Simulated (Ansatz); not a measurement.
B₂FH₅Si at its PBE0-D4/def2-TZVP geometry, where that method's forces vanish. Charge 0, multiplicity 1. The bonds changed during the relaxation, so this is another structure than the one it started from.

| atom | x (Å) | y (Å) | z (Å) |
| --- | --- | --- | --- |
| B1 | 0.915 | 0.416 | 0.284 |
| B2 | 0.075 | 1.627 | -0.225 |
| F3 | -0.720 | 2.503 | -0.664 |
| Si4 | -0.528 | -0.999 | -0.046 |
| H5 | 1.842 | 0.169 | -0.446 |
| H6 | 1.109 | 0.470 | 1.472 |
| H7 | -0.931 | -1.109 | -1.478 |
| H8 | -1.780 | -0.759 | 0.730 |
| H9 | 0.018 | -2.318 | 0.374 |

(1) For each bond, give half the difference of the two atoms' forces along it (eV/Å; positive pushes the atoms apart) under PBE-D4, r2SCAN-D4, B3LYP-D4, ωB97M-V in def2-TZVPP. (Best estimate.)

Results:

(1) Ansatz gave: 
```
  bond  length (Å)  PBE-D4  r2SCAN-D4  B3LYP-D4  ωB97M-V
 B1–B2       1.559   -0.40      -0.18     -0.08     0.06
B1–Si4       2.047   -0.05       0.02      0.18     0.07
 B1–H5       1.205    0.08       0.00     -0.07    -0.11
 B1–H6       1.205    0.08       0.00     -0.07    -0.11
 B2–F3       1.262    0.75       0.29      0.16     0.10
Si4–H7       1.492    0.08      -0.02     -0.08    -0.08
Si4–H8       1.492    0.08      -0.02     -0.08    -0.08
Si4–H9       1.488    0.11      -0.01     -0.11    -0.15
```

B3LYP here is the variant with VWN-RPA as its local correlation; programs differ in this.
